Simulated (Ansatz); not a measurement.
Start from `CO[SiH2][AlH2]` and change one atom or group to get `CO[SiH2][SnH3]`.

Ansatz, PBE0-D4/def2-TZVP geometries, multiplicity 1. Each molecule was computed in one conformer, which needn't be the lowest.

Elements past krypton have def2 core potentials.

| property | `CO[SiH2][AlH2]` |
| --- | --- |
| HOMO energy (PBE0/def2-TZVPP) / eV | -7.43 |
| HOMO–LUMO gap (B3LYP/def2-TZVPP) / eV | 5.03 |
| size of the dipole moment (PBE/def2-TZVPP) / D | 0.82 |
| HOMO–LUMO gap (PBE/def2-TZVPP) / eV | 3.54 |
| size of the dipole moment (B3LYP/def2-TZVPP) / D | 0.84 |
| LUMO energy (B3LYP/def2-TZVPP) / eV | -2.21 |

Q: Give the same properties after the change, and the shifts. (An estimate is asked.)

A: Computed: 
```json
{"property": "HOMO energy (PBE0/def2-TZVPP) / eV", "`CO[SiH2][SnH3]`": "-7.44", "shift": "-0.01"}
{"property": "HOMO–LUMO gap (B3LYP/def2-TZVPP) / eV", "`CO[SiH2][SnH3]`": "6.67", "shift": "1.64"}
{"property": "size of the dipole moment (PBE/def2-TZVPP) / D", "`CO[SiH2][SnH3]`": "1.06", "shift": "0.24"}
{"property": "HOMO–LUMO gap (PBE/def2-TZVPP) / eV", "`CO[SiH2][SnH3]`": "5.05", "shift": "1.51"}
{"property": "size of the dipole moment (B3LYP/def2-TZVPP) / D", "`CO[SiH2][SnH3]`": "1.09", "shift": "0.25"}
{"property": "LUMO energy (B3LYP/def2-TZVPP) / eV", "`CO[SiH2][SnH3]`": "-0.57", "shift": "1.64"}
```

Dipoles are sizes alone; their direction can turn.

B3LYP here is the variant with VWN-RPA as its local correlation; programs differ in this.
